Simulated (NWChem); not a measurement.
# Atomisation of HNaO

```
O
H 1 0.9609
Na 1 1.9198 2 161.07
```
Charge 0, spin multiplicity 1.

All runs are NWChem calculations. The geometry was optimised at B3LYP/def2-SVP, a minimum by its harmonic frequencies.

Basis set: def2-TZVP. The atomisation energy is electronic alone: no zero-point, thermal, spin-orbit or counterpoise terms. No value is extrapolated to the basis-set limit. Free atoms are single determinants with multiplicities Na 2, O 3, H 2.

B3LYP has NWChem's definition, with VWN1-RPA local correlation. The structure started from a generated list of species. The stability of the SCF solutions was not checked. Open-shell Hartree-Fock references start from PBE0 orbitals.

Problem. One of these methods gave an atomisation energy of 179.5 kcal/mol. Which?
(A) CAM-B3LYP
(B) HF
(C) B3LYP
(D) PBE0

Solution. C, B3LYP. The others give 175.0 (PBE0), 103.4 (HF), 181.9 (CAM-B3LYP).
